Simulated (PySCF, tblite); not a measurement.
C7H5F3O.
Structure used (GFN2-xTB), in Å, numbered top down from 1:
```
atom  x, y, z in Å
C1    -3.957    0.155    0.452
C2    -2.604   -0.050    0.011
C3    -1.467   -0.221   -0.361
C4    -0.157   -0.420   -0.790
C5     0.934   -0.031   -0.095
C6     2.257   -0.281   -0.619
O7     2.545   -0.825   -1.658
C8     3.377    0.242    0.326
F9     3.299   -0.338    1.538
F10    3.258    1.566    0.531
F11    4.602    0.020   -0.143
H12   -3.989    0.266    1.535
H13   -4.581   -0.687    0.155
H14   -4.353    1.062   -0.006
H15   -0.018   -0.918   -1.743
H16    0.847    0.469    0.857
```

Method: PBE0/pcSseg-1 in PySCF (dipole) on a GFN2-xTB geometry, gas phase.

Take the most abundant isotopes and a rigid rotor. The values belong to one conformer with, in the numbering `[CH3:1][C:2]#[C:3]/[CH:4]=[CH:5]/[C:6](=[O:7])[C:8]([F:9])([F:10])[F:11]`, C4–C5–C6–O7 0°.

(1) What are A, B and C (GHz)?

(2) Classify the top.

(3) What does the inertial defect say?

(4) Give the other two planar moments, Paa and Pbb, and the rms extents of the mass along the axes.

(5) Where do the levels up to J = 5 lie, in MHz?

(6) Predict some low-J microwave lines.

Answers

(1) Ia = 183.28, Ib = 1221.21, Ic = 1313.16 u·Å²; 505379 MHz·u·Å²/I gives 2757, 413.8 and 384.9 MHz, that is A = 2.7575, B = 0.4138, C = 0.3849 GHz.

(2) A near-prolate asymmetric top: κ = (2 × 413.8 − 2757 − 384.9)/(2757 − 384.9) = -0.98.

(3) Not planar: Δ = Ic − Ia − Ib = -91.32 u·Å². For a rigid frame Δ = −2 Σ m c², so Σ m c² = 45.66 u·Å² lies off the ab plane: 1.58 from hydrogen and 44.08 from heavier atoms. The atom farthest from that plane is 1.08 Å away.

(4) Paa = Σ m a² = (Ib + Ic − Ia)/2 = 1175.55 and Pbb = Σ m b² = (Ia + Ic − Ib)/2 = 137.62 u·Å². With the mass M = 162.03 u, the rms extents √(P/M) along a, b and c are 2.69, 0.92, 0.53 Å.

(5) Above 0(0,0):
J = 1: 1(0,1) 799, 1(1,1) 3142, 1(1,0) 3171
J = 2: 2(0,2) 2396, 2(1,2) 4711, 2(1,1) 4798, 2(2,1) 11829, 2(2,0) 11829
J = 3: 3(0,3) 4791, 3(1,3) 7063, 3(1,2) 7237, 3(2,2) 14225, 3(2,1) 14226, 3(3,1) 26015, 3(3,0) 26015
J = 4: 4(0,4) 7983, 4(1,4) 10199, 4(1,3) 10489, 4(2,3) 17419, 4(2,2) 17423, 4(3,2) 29211, 4(3,1) 29211, 4(4,1) 45717, 4(4,0) 45717
J = 5: 5(0,5) 11971, 5(1,5) 14119, 5(1,4) 14554, 5(2,4) 21412, 5(2,3) 21421, 5(3,3) 33205, 5(3,2) 33205, 5(4,2) 49711, 5(4,1) 49711, 5(5,1) 70934, 5(5,0) 70934
The levels of one J sum to (2J + 1)J(J + 1)(A + B + C)/3.

(6) The dipole components are |μa| = 5.32 D, |μb| = 1.50 D, |μc| = 0.03 D. Intensities carry the squares of the components, which stand as 1.00 : 0.08 : 0.00 (a : b : c). Some lines, for components of 0.1 D or more:

```json
{"type": "a", "branch": "R", "J(Ka,Kc)": "1(0,1) ← 0(0,0)", "MHz": "799", "lower level (cm⁻¹)": "0.000"}
{"type": "a", "branch": "R", "J(Ka,Kc)": "2(1,2) ← 1(1,1)", "MHz": "1568", "lower level (cm⁻¹)": "0.105"}
{"type": "b", "branch": "R", "J(Ka,Kc)": "5(0,5) ← 4(1,4)", "MHz": "1772", "lower level (cm⁻¹)": "0.340"}
{"type": "b", "branch": "Q", "J(Ka,Kc)": "1(1,0) ← 1(0,1)", "MHz": "2373", "lower level (cm⁻¹)": "0.027"}
{"type": "a", "branch": "R", "J(Ka,Kc)": "3(2,2) ← 2(2,1)", "MHz": "2396", "lower level (cm⁻¹)": "0.395"}
{"type": "a", "branch": "R", "J(Ka,Kc)": "4(1,3) ← 3(1,2)", "MHz": "3252", "lower level (cm⁻¹)": "0.241"}
{"type": "b", "branch": "R", "J(Ka,Kc)": "2(1,2) ← 1(0,1)", "MHz": "3912", "lower level (cm⁻¹)": "0.027"}
{"type": "a", "branch": "R", "J(Ka,Kc)": "5(1,5) ← 4(1,4)", "MHz": "3920", "lower level (cm⁻¹)": "0.340"}
{"type": "a", "branch": "R", "J(Ka,Kc)": "5(0,5) ← 4(0,4)", "MHz": "3988", "lower level (cm⁻¹)": "0.266"}
{"type": "a", "branch": "R", "J(Ka,Kc)": "5(4,1) ← 4(4,0)", "MHz": "3994", "lower level (cm⁻¹)": "1.525"}
{"type": "a", "branch": "R", "J(Ka,Kc)": "5(2,3) ← 4(2,2)", "MHz": "3998", "lower level (cm⁻¹)": "0.581"}
{"type": "b", "branch": "Q", "J(Ka,Kc)": "3(2,1) ← 3(1,2)", "MHz": "6989", "lower level (cm⁻¹)": "0.241"}
{"type": "b", "branch": "Q", "J(Ka,Kc)": "2(2,1) ← 2(1,2)", "MHz": "7118", "lower level (cm⁻¹)": "0.157"}
{"type": "b", "branch": "Q", "J(Ka,Kc)": "4(2,3) ← 4(1,4)", "MHz": "7220", "lower level (cm⁻¹)": "0.340"}
{"type": "b", "branch": "R", "J(Ka,Kc)": "4(2,2) ← 3(1,3)", "MHz": "10360", "lower level (cm⁻¹)": "0.236"}
{"type": "b", "branch": "R", "J(Ka,Kc)": "5(2,4) ← 4(1,3)", "MHz": "10923", "lower level (cm⁻¹)": "0.350"}
{"type": "b", "branch": "Q", "J(Ka,Kc)": "4(3,1) ← 4(2,2)", "MHz": "11787", "lower level (cm⁻¹)": "0.581"}
{"type": "b", "branch": "R", "J(Ka,Kc)": "5(3,3) ← 4(2,2)", "MHz": "15782", "lower level (cm⁻¹)": "0.581"}
{"type": "b", "branch": "Q", "J(Ka,Kc)": "4(4,1) ← 4(3,2)", "MHz": "16506", "lower level (cm⁻¹)": "0.974"}
{"type": "b", "branch": "R", "J(Ka,Kc)": "5(4,1) ← 4(3,2)", "MHz": "20500", "lower level (cm⁻¹)": "0.974"}
```

Its GFN2-xTB frequencies are all real (lowest 29 cm⁻¹). These are rigid-rotor constants of the computed structure; measured ground-state constants (B0) also hold zero-point vibration. A rigid rotor knows nothing of internal rotation, which can split or shift real lines.
